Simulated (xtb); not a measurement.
Mg(SiH3)(OSiH3) (H6MgOSi2), SMILES [SiH3][O][Mg][SiH3]. All values are semi-empirical tight-binding results from xtb (GFN2-xTB unless named), good for trends rather than for accurate numbers. Geometry optimised at GFN2-xTB. The structure was generated by enumeration; whether it is a known compound was not checked. The values are those of a single conformer.

The geometry has at least one imaginary mode, so it is a saddle point at that level.

For metal compounds this method's bond lengths and energies can be far off.

Computed properties:
* **orbital gap**: 3.26 eV
